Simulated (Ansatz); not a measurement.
PbI2, SMILES [I][Pb][I] (connectivity only; charge and spin as stated), neutral, multiplicity 1.

Geometry optimised at PBE0-D3(BJ)/def2-SVP. The isomer is the one that the SMILES or the coordinates give; other isomers of the formula were not compared. The def2 effective core potentials stand for the cores of I, Pb; spin–orbit coupling is left out.

Two levels are set side by side: PBE/def2-SVPD (Ansatz, a program for electronic structure) and PBE0/def2-SVPD (Ansatz). Energy differences of separate SCF runs at the same geometry; the states with an electron removed or added have multiplicity 2 and 2. Differences are taken from unrounded values.

```csv
quantity,PBE0,PBE,PBE minus PBE0
vertical ionisation energy (eV),9.02,8.74,-0.28
vertical electron affinity (eV),1.80,1.63,-0.18
vertical singlet–triplet gap (eV),2.57,2.54,-0.03
```
